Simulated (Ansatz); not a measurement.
Abstraction of H: C3H6 + C2H2I → C3H5 + C2H3I

Species: C3H6 `C1CC1`, singlet; C2H2I `[H]/[C]=C\I`, doublet; C3H5 `[CH]1CC1`, doublet; C2H3I (vinyl iodide) `C=CI`, singlet. A radical takes H: the energy is the difference in strength between two C–H bonds in different surroundings.

Shapes, held fixed at every level: PBE0-D4/def2-TZVP. Programs: Ansatz 0.2.0. The zero-point and thermal change to 298 K, harmonic and unscaled (PBE0-D4/def2-TZVP), is -1.8 kJ/mol.

```csv
level,kind,ΔH(298 K) (kJ/mol)
HF/def2-TZVPP,Hartree–Fock,+7.1
r2SCAN-D4/def2-TZVPP,meta-GGA,+2.0
BHLYP-D4/def2-TZVPP,global hybrid,+0.3
PBE0-D4/def2-TZVPP,global hybrid,+0.5
wB97M-V/def2-TZVPP,range-separated hybrid,+2.3
wB97X-V/def2-TZVPP,range-separated hybrid,-0.4
B2PLYP/def2-TZVPP,double hybrid,+2.4
```

B2PLYP/def2-TZVPP gives ΔH(298 K) = +2.4 kJ/mol; the levels span -0.4 to +7.1. That is about zero within the method's error. They disagree on the sign: 6 of 7 are positive. The median of the levels is +2.0. No measured value is set beside it here. Spin contamination: C2H2I (⟨S²⟩ up to 0.98). Open shells run unrestricted unless RO is named. For atoms past krypton def2 sets carry core potentials with scalar relativity. Correlated rows may include outer-core shells of I, which these sets cover unevenly.
